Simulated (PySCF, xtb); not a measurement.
## Two structures of BrClHSi2+

Structure a: a singlet given by its coordinates. Structure b: a singlet given by its coordinates. Both are isolated ions in the gas phase, relaxed with B3LYP/6-31G*.

a (Å):

```xyz
5

Br   -3.6676    2.4507    2.2251
Cl   -2.8228    0.4440   -0.7755
Si   -2.6775    2.3151   -0.0248
Si   -4.6450    3.6216    0.3702
H    -1.2843    2.7437    0.2122
```

Close contacts (Å): Br1–Si3 2.46, Br1–Si4 2.40, Cl2–Si3 2.02, Si3–Si4 2.39, Si3–H5 1.48.

b (Å):

```tsv
atom	x (Å)	y (Å)	z (Å)
Br	1.4218	-0.6675	-1.4732
Cl	-1.8678	-1.8247	-0.8930
Si	-0.3523	-0.6749	-0.2281
Si	-0.6585	0.8360	1.6745
H	-0.0927	-0.3236	2.4892
```

Close contacts (Å): Br1–Si3 2.17, Cl2–Si3 2.02, Si3–Si4 2.45, Si4–H5 1.53.

Q: Estimate E(b) − E(a) at the level CCSD(T)/def2-SVP + ΔMP2/def2-TZVPP.

A: Calculated at CCSD(T)/def2-SVP + ΔMP2/def2-TZVPP: E(b) − E(a) = +46.2 kJ/mol, so structure a lies lower.

How the difference moves with the method:

```csv
level,geometry,E(b) − E(a) (kJ/mol),departure from the last row (kJ/mol),"job, with rough time for the two"
B3LYP/6-31G*,B3LYP/6-31G*,+40.6,−5.6,"optimisation, 3.7 min"
HF/def2-SVP,B3LYP/6-31G*,+31.7,−14.5,part of the CCSD(T) run
MP2/def2-SVP,B3LYP/6-31G*,+44.3,−2.0,part of the CCSD(T) run
CCSD(T)/def2-SVP,B3LYP/6-31G*,+40.7,−5.6,single point
CCSD(T)/def2-SVP + ΔMP2/def2-TZVPP,B3LYP/6-31G*,+46.2,,"single point, 50 s"
```

None of the levels shown reverses the order. The largest departure from CCSD(T)/def2-SVP + ΔMP2/def2-TZVPP is that of HF/def2-SVP, 14.5 kJ/mol. No reliable frequencies are at hand for a or b, so they aren't confirmed as minima. Levels run at GFN2-xTB geometries aren't shown. The last row adds to CCSD(T) the change of the MP2 difference between the two basis sets, here +5.6 kJ/mol.

The correlated steps freeze 24 core orbitals; the filled d shell of Br is correlated, in a basis made for valence electrons. Programs: PySCF 2.14.0, xtb 6.7.1 (Pople sets with spherical d functions); the last row on 2 threads of Arm Neoverse V2 on a shared host.
